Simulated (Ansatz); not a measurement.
Basis sets compared for `c1cc2sc1-c1ccc(s1)-c1ccc(s1)-c1ccc(s1)-c1ccc(s1)-c1ccc(s1)-c1ccc(s1)-c1ccc(s1)-c1ccc(s1)-c1ccc(s1)-c1ccc(s1)-c1ccc-2s1`. Charge 0, multiplicity 1. Geometry PBE-D4/def2-SVP. Ansatz on 11 threads of AMD EPYC 7R13 on a shared host and a whole NVIDIA H100 80GB HBM3; times are rough, and most runs start from earlier orbitals.

```xyz
84

C    -8.635    1.535    0.780
C    -8.414    2.594   -0.127
C    -7.071    2.751   -0.487
S    -6.083    1.556    0.327
C    -7.467    0.853    1.139
C    -7.318   -0.259    2.039
C    -8.297   -0.891    2.814
C    -7.798   -1.955    3.596
C    -6.423   -2.167    3.441
S    -5.760   -1.017    2.297
C    -5.590   -3.150    4.078
C    -5.951   -4.125    5.016
C    -4.872   -4.930    5.437
C    -3.655   -4.596    4.833
S    -3.877   -3.256    3.726
C    -2.363   -5.201    5.022
C    -2.018   -6.286    5.835
C    -0.649   -6.621    5.779
C     0.093   -5.801    4.921
S    -0.948   -4.600    4.183
C     1.499   -5.853    4.622
C     2.464   -6.738    5.117
C     3.759   -6.504    4.606
C     3.821   -5.434    3.706
S     2.234   -4.719    3.508
C     4.962   -4.925    2.995
C     6.296   -5.343    3.070
C     7.161   -4.626    2.216
C     6.514   -3.639    1.464
S     4.803   -3.618    1.839
C     7.076   -2.737    0.495
C     8.405   -2.630    0.069
C     8.605   -1.635   -0.912
C     7.435   -0.953   -1.264
S     6.075   -1.575   -0.352
C     7.269    0.111   -2.217
C     8.218    0.660   -3.087
C     7.712    1.707   -3.886
C     6.362    1.989   -3.650
S     5.730    0.924   -2.411
C     5.533    2.990   -4.267
C     5.870    3.908   -5.268
C     4.808    4.762   -5.633
C     3.627    4.522   -4.920
S     3.865    3.212   -3.781
C     2.362    5.197   -5.025
C     2.036    6.329   -5.780
C     0.688    6.727   -5.648
C    -0.054    5.910   -4.787
S     0.957    4.633   -4.144
C    -1.444    6.012   -4.429
C    -2.375    6.986   -4.806
C    -3.665    6.768   -4.278
C    -3.758    5.621   -3.482
S    -2.206    4.812   -3.405
C    -4.909    5.089   -2.802
C    -6.237    5.523   -2.865
C    -7.118    4.759   -2.070
C    -6.488    3.719   -1.378
S    -4.772    3.711   -1.730
H    -9.624    1.261    1.170
H    -9.212    3.236   -0.521
H    -9.349   -0.577    2.811
H    -8.418   -2.564    4.267
H    -6.979   -4.240    5.383
H    -4.966   -5.743    6.169
H    -2.753   -6.821    6.452
H    -0.197   -7.444    6.349
H     2.225   -7.536    5.832
H     4.639   -7.102    4.877
H     6.626   -6.152    3.735
H     8.240   -4.816    2.140
H     9.207   -3.264    0.468
H     9.582   -1.404   -1.357
H     9.254    0.298   -3.138
H     8.312    2.257   -4.624
H     6.869    3.948   -5.722
H     4.885    5.538   -6.406
H     2.769    6.854   -6.407
H     0.251    7.590   -6.168
H    -2.113    7.838   -5.448
H    -4.520    7.433   -4.460
H    -6.554    6.372   -3.485
H    -8.197    4.952   -1.996
```

Single mean-field runs in def2-SVP, def2-TZVP are fitted with def2-universal-jkfit. The restricted singlet is unstable towards broken spin symmetry in Hartree–Fock (as tested in another run); at PBE-D4/def2-SVP, PBE-D4/def2-TZVP, PBE0-D4/def2-SVP, PBE0-D4/def2-TZVP this wasn't settled.

Binding counts from free atoms (C triplet, S triplet, H doublet) in the same basis, without a counterpoise term.

```tsv
level	functions	energy (Eh)	HOMO (eV)	LUMO (eV)	binding per atom (eV)	wall time
PBE-D4/def2-SVP	1008	-6614.9485	-4.11	-3.14	5.61	15 s
PBE0-D4/def2-SVP	1008	-6615.4028	-4.78	-2.71	5.45	14 s
```

Q: Estimate the rows for PBE-D4/def2-TZVP, PBE0-D4/def2-TZVP (with forces).

A: 
```csv
level,functions,energy (Eh),HOMO (eV),LUMO (eV),binding per atom (eV),wall time
PBE-D4/def2-TZVP,2076,-6618.5459,-4.12,-3.21,5.54,19 s
PBE0-D4/def2-TZVP (with forces),2076,-6618.9791,-4.73,-2.74,5.38,31 s
```
